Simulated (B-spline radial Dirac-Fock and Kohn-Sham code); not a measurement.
Elastic scattering of 2.7 keV electrons by atomic germanium

Method: relativistic (Dirac) partial waves in the static field of the Dirac-Fock atom with Furness-McCarthy exchange, without polarisation or absorption potentials. Computed with a B-spline atomic structure program.

```
θ (°)  dσ/dΩ (a₀²/sr)  Sherman function
    0             123             0.000
  0.5             120             0.000
    1             113             0.000
    2            89.9             0.000
    4            43.8             0.000
    8            10.1             0.000
   12            3.62             0.000
   16            1.64             0.000
   24           0.498             0.000
   32           0.231             0.002
   45          0.0958             0.009
   60          0.0450             0.013
   75          0.0266             0.001
   90          0.0193            -0.021
  105          0.0165            -0.039
  120          0.0159            -0.043
  135          0.0162            -0.036
  150          0.0168            -0.025
  165          0.0173            -0.013
  180          0.0175             0.000
```

Q: What integrated cross sections go with this distribution?

A: The total elastic cross section is 3.58 a₀², the first transport cross section 0.331 a₀² and the second, weighted with (3/2) sin²θ, 0.525 a₀². The mean deflection is ⟨1 − cos θ⟩ = 0.0925, and 2.9 % of the collisions scatter beyond 90°.

On this grid of angles the cross section has a minimum near 120°.

Phase shifts modulo π (rad) for κ = −1 to −5: 1.519, 0.145, -0.843, -1.487, 1.233.
